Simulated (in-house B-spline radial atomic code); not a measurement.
Radial electron density of P2+, [Ne] 3s1 3p1 3d1. Computed with an all-electron radial atomic-structure program (B-spline basis): non-relativistic PBE0, spin-polarised, spherical fractional occupations, point nucleus, inside a hard spherical wall at 1.89 bohr.

Caution: exact exchange at fractional occupations of open shells leaves self-interaction of up to several eV.

Columns: r (bohr), 4πr²n(r) (electrons per bohr), bar.

```
 0.00393    0.379 #
 0.00459   0.5069 #
 0.00535   0.6731 ##
 0.00624   0.8916 ##
 0.00729    1.179 ###
  0.0085    1.546 ####
 0.00992    2.018 #####
  0.0116    2.624 #######
  0.0135    3.357 #########
  0.0158    4.292 ###########
  0.0184    5.385 ##############
  0.0215    6.702 #################
  0.0251    8.204 #####################
  0.0292    9.827 #########################
  0.0341    11.59 ##############################
  0.0398    13.33 ##################################
  0.0465    14.94 ######################################
  0.0542    16.19 ##########################################
  0.0633    16.96 ############################################
  0.0738    17.08 ############################################
  0.0862    16.49 ##########################################
   0.101    15.25 #######################################
   0.117    13.75 ###################################
   0.137    12.17 ###############################
    0.16    11.13 #############################
   0.186    10.95 ############################
   0.218    11.77 ##############################
   0.254     13.3 ##################################
   0.296    14.99 #######################################
   0.346    16.12 ##########################################
   0.404    16.03 #########################################
   0.471    14.54 #####################################
    0.55    11.95 ###############################
   0.641    9.064 #######################
   0.748    6.678 #################
   0.873    5.345 ##############
    1.02    4.921 #############
    1.19    4.566 ############
    1.39    3.299 ########
    1.62    1.224 ###
    1.87 0.007375
```

On this grid the curve has 2 maxima, near 0.0738, 0.346 bohr.

The 3d up radial function P(r) = rR(r), positive near the nucleus:

```
r (bohr)         P
  0.0398   0.00124
  0.0542   0.00293
  0.0738  0.006776
   0.101   0.01544
   0.137   0.03323
   0.186   0.06875
   0.254    0.1369
   0.346     0.255
   0.471    0.4415
   0.641    0.7011
   0.873    0.9876
    1.19     1.097
    1.62    0.5756
```
